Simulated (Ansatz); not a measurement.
SnH2Me(OMe) (C₂H₈OSn). The state is a singlet with charge 0. Geometry PBE-D4/def2-SVP, basis def2-TZVP, Ansatz.

```json
{"run": "A", "HOMO (eV)": "-6.21", "LUMO (eV)": "-0.86"}
{"run": "B", "HOMO (eV)": "-7.05", "LUMO (eV)": "-0.44"}
{"run": "C", "HOMO (eV)": "-6.62", "LUMO (eV)": "-0.37"}
{"run": "D", "HOMO (eV)": "-6.04", "LUMO (eV)": "-0.67"}
{"run": "E", "HOMO (eV)": "-7.50", "LUMO (eV)": "0.03"}
{"run": "F", "HOMO (eV)": "-11.16", "LUMO (eV)": "2.30"}
```

In the def2 sets Sn takes a core potential; there is no spin–orbit coupling. B3LYP takes the VWN-RPA correlation.

Q: The runs used B3LYP, B97M-V, HF, r2SCAN, r2SCAN0, r2SCANh. Estimate which is which.

A: A B97M-V (0 % exact exchange); B B3LYP (20 % exact exchange); C r2SCANh (10 % exact exchange); D r2SCAN (0 % exact exchange); E r2SCAN0 (25 % exact exchange); F HF (100 % exact exchange). Exact exchange lowers occupied and raises empty levels; among semilocal functionals meta-GGAs tend to open the gap a little, and such runs are hard to tell apart. The gap grows from 5.35 eV (B97M-V) to 13.46 eV (HF).
